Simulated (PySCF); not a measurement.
**Worked example: oscillator strength and radiative lifetime**

C3H9BFN, SMILES B(C)(F)NCC.

The structure is a stationary point at ωB97X-D3(BJ)/def2-SVP. This is a generated structure with no PubChem entry under its InChIKey; it may be hypothetical. The values are those of a single conformer.

TDA-B3LYP/def2-SVPD run with PySCF puts the first singlet state with f over 0.02 at 6.57 eV (vertical), with the transition dipole (-0.322, 0.151, 0.093) in atomic units.

Problem. Find the oscillator strength, the wavelength and the radiative lifetime that this transition would have in vacuum if emission retraced absorption.

Solution. 
|μ|² = 0.1351 au, so |μ| = 0.93 D. ΔE = 6.57/27.211 = 0.2414 hartree. f = (2/3) ΔE |μ|² = 0.022 (the program prints 0.022).
λ = 1239.84/6.57 = 189 nm; ν = 52991 cm⁻¹.
Einstein's coefficient A = 0.6670 ν² f s⁻¹ (ν in cm⁻¹) = 4.1e7 s⁻¹, so τ = 1/A = 25 ns. This state is S1. The figure is the radiative limit of this one transition; relaxation, internal conversion, crossing to triplets and a medium change what is measured.
